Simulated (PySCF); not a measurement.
The complex Co(OH)2 (charge 0) contains Co(II), shell d7. The structure is a PBE0-D3(BJ)/def2-TZVP geometry optimised for multiplicity 4; coordination linear, point group C2h, metal–donor distances 1.75 Å.

```
5

Co    0.0000    0.0000    0.0000
O     0.0000    0.0000    1.7549
H    -0.7408    0.0000    2.3582
O     0.0000    0.0000   -1.7549
H     0.7408    0.0000   -2.3582
```

Method (PySCF 2.14, density fitting): CASSCF(7,5) with orbitals averaged over all microstates of the shell, strongly contracted NEVPT2 on the averaged canonical orbitals; basis x2c-TZVPall on the metal, x2c-SVPall elsewhere; spin-free X2C; gas phase; spin-orbit coupling by state interaction with the mean-field operator over all roots.

Q: What is the ground state?

A: 4Ag (S = 3/2, orbital degeneracy 1), orbital occupations from the lowest 1.8 1.2 1.8 1.2 1.0, by NEVPT2, but only 7 cm⁻¹ below 4Bg, which doesn't decide their order.

Q: Where do the spin-allowed transitions within the shell lie?

A: By NEVPT2, the lowest six: 4Bg at 7 cm⁻¹; 4Bg at 902 cm⁻¹; 4Ag at 1025 cm⁻¹; 4Bg at 1900 cm⁻¹; 4Ag at 4282 cm⁻¹; 4Bg at 4720 cm⁻¹. All are electric-dipole forbidden at this geometry.

Q: Which is the lowest state of another spin?

A: 2Bg at 14598 cm⁻¹ by NEVPT2; CASSCF alone puts it at 17293 cm⁻¹ above the same ground state.

Q: What ligand-field parameters describe the result?

A: At CASSCF level (the NEVPT2 levels don't fit a ligand-field model well): orbital energies 0, 14, 4936, 7545, 8604 cm⁻¹; B = 1137 cm⁻¹; C = 4374 cm⁻¹; B over its free-ion value at the same level 0.909; rms of the fit 404 cm⁻¹; ζ = 502 cm⁻¹ (free ion 526).

Q: What are the magnetic parameters?

A: Degenerate or low-lying orbital states mix with the ground state, so no spin-only Hamiltonian applies. The lowest spin-orbit level is 2-fold, effective g = 0.01, 0.01, 11.53; the next lies at 347.6 cm⁻¹. μeff is 6.22 μB at 300 K and 5.80 μB at 10 K; the spin-only value is 3.88 μB.

4Bg (7 cm⁻¹) lies within 300 cm⁻¹ of 4Ag at NEVPT2 level, inside the method's error: their order is undecided, and g values and low-temperature moments can hang on it. NEVPT2 lifts 4Ag from 3344 to 4282 cm⁻¹; on the d shell alone such lifts tend to overshoot. Gaps between spin states lean to high spin in this active space.

The job took 3.7 s on one thread of Arm Neoverse V2 (shared host), with 86 basis functions, launched as `OMP_NUM_THREADS=1 python lf_run.py task.json out`.
